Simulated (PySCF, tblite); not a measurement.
Parent: `[CH3:1][c:2]1[cH:3][c:4]([CH:5]([CH3:6])[CH3:7])[cH:8][cH:9][p:10]1` with C3–C4–C5–C6 -117°, C9H13P.

Structures optimised with GFN2-xTB, isolated species. One conformer each, not checked by frequencies here.

```csv
coordinate of the parent,value
C1–C2,1.503 Å
C2–C3,1.383 Å
C3–C4,1.389 Å
C4–C5,1.511 Å
C5–C6,1.530 Å
C5–C7,1.530 Å
C4–C8,1.391 Å
C8–C9,1.376 Å
C9–P10,1.733 Å
C2–P10,1.744 Å
C1–C2–C3,118.7°
C1–C2–P10,117.5°
C3–C2–P10,123.8°
C2–C3–C4,125.6°
C3–C4–C5,119.3°
C3–C4–C8,120.7°
C5–C4–C8,120.0°
C4–C5–C6,110.7°
C4–C5–C7,111.2°
C6–C5–C7,110.8°
C4–C8–C9,123.9°
C8–C9–P10,126.0°
C2–P10–C9,100.0°
```

**Question.** How does the shared frame change in `[CH3:1][c:2]1[cH:3][c:4]([SiH3:5])[cH:6][cH:7][p:8]1`, C6H9PSi? Atoms pair as C1 = C1, C2 = C2, C3 = C3, C4 = C4, C8 = C6, C9 = C7, P10 = P8 (parent first).

**Answer.** 
```
   parent  relative  value in the relative  change
    C1–C2     C1–C2                1.504 Å  +0.001
    C2–C3     C2–C3                1.381 Å  -0.002
    C3–C4     C3–C4                1.393 Å  +0.004
    C4–C8     C4–C6                1.394 Å  +0.003
    C8–C9     C6–C7                1.376 Å   0.000
   C9–P10     C7–P8                1.733 Å   0.000
   C2–P10     C2–P8                1.746 Å  +0.002
 C1–C2–C3  C1–C2–C3                 118.9°    +0.2
C1–C2–P10  C1–C2–P8                 117.4°    -0.1
C3–C2–P10  C3–C2–P8                 123.7°    -0.1
 C2–C3–C4  C2–C3–C4                 125.9°    +0.3
 C3–C4–C8  C3–C4–C6                 120.2°    -0.5
 C4–C8–C9  C4–C6–C7                 124.4°    +0.5
C8–C9–P10  C6–C7–P8                 125.7°    -0.3
C2–P10–C9  C2–P8–C7                 100.2°    +0.2
```

Of the parent's bonds, C3–C4 and C4–C8 change most and about equally (+0.003 to +0.004 Å). Bonds of the relative outside the shared frame: C4–Si5 1.887 Å.

**Question.** How does the shared frame change in `[CH3:1][c:2]1[cH:3][c:4]([F:5])[cH:6][cH:7][p:8]1`, C6H6FP? Atoms pair as C1 = C1, C2 = C2, C3 = C3, C4 = C4, C8 = C6, C9 = C7, P10 = P8 (parent first).

**Answer.** 
```csv
parent,relative,value in the relative,change
C1–C2,C1–C2,1.501 Å,-0.002
C2–C3,C2–C3,1.382 Å,-0.001
C3–C4,C3–C4,1.382 Å,-0.007
C4–C8,C4–C6,1.384 Å,-0.007
C8–C9,C6–C7,1.377 Å,+0.001
C9–P10,C7–P8,1.734 Å,+0.001
C2–P10,C2–P8,1.748 Å,+0.004
C1–C2–C3,C1–C2–C3,118.7°,0.0
C1–C2–P10,C1–C2–P8,117.5°,0.0
C3–C2–P10,C3–C2–P8,123.8°,0.0
C2–C3–C4,C2–C3–C4,123.2°,-2.4
C3–C4–C8,C3–C4–C6,124.9°,+4.2
C4–C8–C9,C4–C6–C7,121.5°,-2.4
C8–C9–P10,C6–C7–P8,125.9°,-0.1
C2–P10–C9,C2–P8–C7,100.7°,+0.7
```

Of the parent's bonds, C3–C4 and C4–C8 change most and about equally (-0.007 Å). Bonds of the relative outside the shared frame: C4–F5 1.354 Å.

These are computed values.
